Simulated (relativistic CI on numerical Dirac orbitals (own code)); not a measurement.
## Zr⁴⁺: L2,3 absorption edge

Computed with this model: Dirac-Coulomb-Breit CI, KLI orbitals optimised for each configuration, QED by a radiative potential, valence Slater integrals scaled by 0.7, multiplet model of core-to-valence dipole absorption; configurations [Ar] 3d10 4s2 4p6 → [He] 2s2 2p5 3s2 3p6 3d10 4s2 4p6 4d; 300 K; Lorentzian 0.96 eV and Gaussian 0.5 eV FWHM. Energies are those of the free ion, without screening or charge transfer. The branching ratio is the share of the lower-energy edge in the whole absorption, uncertain by about 0.02 where the edges overlap. S is read from ⟨S²⟩ = S(S + 1).

Field parameters in Wybourne normalisation: D4h B²₀ = −7Ds, B⁴₀ = 21(Dq − Dt), B⁴₄ = 21√(5/14) Dq. The field is a parameter set, without covalency.

Peaks in eV (height, largest 100): 2228.1 (100), 2232.5 (60), 2233.3 (68), 2312.4 (54), 2316.9 (26), 2317.7 (28).

Problem. Which surroundings give this spectrum?
A. D4h, 10Dq = 41750, Ds = 1710, Dt = 290 cm⁻¹
B. D4h, 10Dq = 41750, Ds = -1500, Dt = 290 cm⁻¹
C. D4h, 10Dq = 41750, Ds = -210, Dt = 290 cm⁻¹
D. D4h, 10Dq = 41750, Ds = 430, Dt = 290 cm⁻¹

Solution. A. D4h, 10Dq = 41750, Ds = 1710, Dt = 290 cm⁻¹, where the ground state has S = 0.00.
